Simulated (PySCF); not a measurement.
**Xe²⁺ (xenon, charge +2): UHF calculation**

Configuration: [Kr] 4d10 5s1 5p5, high-spin 3P determinant (an excited configuration). All numbers are calculated (PySCF 2.14, the spin-free X2C one-electron Hamiltonian (Gaussian nucleus), in x2c-QZVPPall).

- Total energy: -7441.890350 hartree
- One-electron energy: -10151.6835 hartree
- Hartree (Coulomb) energy: 2895.0700 hartree
- Exchange energy: -185.2769 hartree
- ⟨S²⟩: 2.0100
- ⟨L²⟩: 2.024
- Sum of ⟨r⟩: 33.15 bohr
- Sum of ⟨r²⟩: 44.41 bohr²
- Traceless quadrupole moment −½Σ⟨3z² − r²⟩ along its main axis: 1.77 e·bohr²
- Langevin diamagnetic susceptibility: -35.2 ×10⁻⁶ cm³/mol

```tsv
shell	electrons	mean orbital energy (eV)	spread (eV)	rms radius, mean of both spins (bohr)
1s α	1	-34749.5	0	0.0305
1s β	1	-34749.2	0	0.0305
2s α	1	-5529.3	0	0.124
2s β	1	-5529.1	0	0.124
2p α	3	-4960.7	0.121	0.111
2p β	3	-4960.5	0.066	0.111
3s α	1	-1193.1	0	0.326
3s β	1	-1192.6	0	0.326
3p α	3	-1004.5	0.284	0.326
3p β	3	-1004.2	0.016	0.326
3d α	5	-723.35	0.243	0.304
3d β	5	-723.21	0.149	0.304
4s α	1	-252.52	0	0.762
4s β	1	-251.43	0	0.762
4p α	3	-190.03	0.646	0.814
4p β	3	-189.34	0.029	0.814
4d α	5	-95.546	0.710	0.940
4d β	5	-94.987	0.362	0.940
5s α	1	-49.799	0	1.91
5p α	3	-33.169	1.705	2.23
5p β	2	-28.890	0	2.23
```

Densities and radii are taken from the X2C orbitals without a picture-change correction, which distorts them close to the nucleus.

Spin-orbit constants ζ (cm⁻¹) from the X2C one-electron operator on these orbitals: bare nucleus, nucleus screened by l(l+1)(2l+1)/3 electrons, and screened by the Breit-Pauli mean field of the electrons.

| shell | bare | screened nucleus | mean field |
| --- | --- | --- | --- |
| 2p | 1722000 | 1658000 | n/a |
| 3p | 331700 | 319400 | n/a |
| 3d | 50690 | 41300 | n/a |
| 4p | 63460 | 61110 | n/a |
| 4d | 7493 | 6106 | n/a |
| 5p | 7863 | 7572 | n/a |

To first order the Landé constant is A = -3786 cm⁻¹, so the lowest level has J = 2 and lies 0.469 eV below the centre of the term. This holds in LS coupling only.
